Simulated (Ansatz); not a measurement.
Species: Si2H3Cl2 (charge 0, doublet). SMILES: [Si](Cl)(Cl)[SiH3]
Coordinates optimised at B3LYP-D3(BJ)/def2-TZVP (Ansatz, an electronic-structure program):
```xyz
7

Si    -2.1312    -0.1421     0.0656
Si     0.1286     0.0627    -0.5894
Cl     1.1597    -1.6247     0.0447
Cl     0.9461     1.7222     0.3542
H     -2.2269    -0.2843     1.5373
H     -2.8450     1.0748    -0.3812
H     -2.6910    -1.3371    -0.6042
```
Charge 0, spin multiplicity 2.

Wanted: atomisation energy, in kcal/mol. Conventions: non-relativistic; open shells spin-unrestricted; atomisation electronic, to ground-state atoms; spin-orbit terms left out; 6-311+G** with 5d, 6d on Na to Ar in Ansatz; valence correlation only; dispersion terms only where a functional's name holds one. CBS(X,Y): correlation extrapolated as X^-3; Hartree-Fock from the larger set (for Q and 5 zeta extrapolated as (X+1)exp(-9√X)). Ab initio and DFT rows: single points at B3LYP-D3(BJ) geometries (Ansatz).

```json
[
 {"species": "[SiH3][Si](Cl)Cl", "coefficient": "-1", "E at B3LYP/6-311+G** (Ansatz), Eh": "-1501.34810", "E at wB97M-V/def2-TZVPD (Ansatz), Eh": "-1501.19663"},
 {"species": "Cl atom", "coefficient": "+2", "E at B3LYP/6-311+G** (Ansatz), Eh": "-460.16762", "E at wB97M-V/def2-TZVPD (Ansatz), Eh": "-460.12609"},
 {"species": "H atom", "coefficient": "+3", "E at B3LYP/6-311+G** (Ansatz), Eh": "-0.50216", "E at wB97M-V/def2-TZVPD (Ansatz), Eh": "-0.49411"},
 {"species": "Si atom", "coefficient": "+2", "E at B3LYP/6-311+G** (Ansatz), Eh": "-289.39468", "E at wB97M-V/def2-TZVPD (Ansatz), Eh": "-289.35271"}
]
```

Coupled cluster (Ansatz) is a level with limits of its own, used here on species with T1 under 0.025 (0.045 for open shells) and stable references: CCSD(T)/CBS(cc-pV(Q+d)Z,cc-pV(5+d)Z). Value to compare with, CCSD(T)/CBS(cc-pV(Q+d)Z,cc-pV(5+d)Z) (Ansatz): 476.0 kcal/mol. 1 Eh = 627.5095 kcal/mol.

Problem. Compute it at each level from the table, and compare with CCSD(T)/CBS(cc-pV(Q+d)Z,cc-pV(5+d)Z) (Ansatz).

Solution. 
- B3LYP/6-311+G**: the sum of coefficient times E is 0.71702 Eh, or 449.94 kcal/mol. Result: 449.9 kcal/mol. Its difference against CCSD(T)/CBS(cc-pV(Q+d)Z,cc-pV(5+d)Z) (Ansatz) is -26.1 kcal/mol.
- wB97M-V/def2-TZVPD: the sum of coefficient times E is 0.75670 Eh, or 474.84 kcal/mol. Result: 474.8 kcal/mol. Its difference against CCSD(T)/CBS(cc-pV(Q+d)Z,cc-pV(5+d)Z) (Ansatz) is -1.2 kcal/mol.
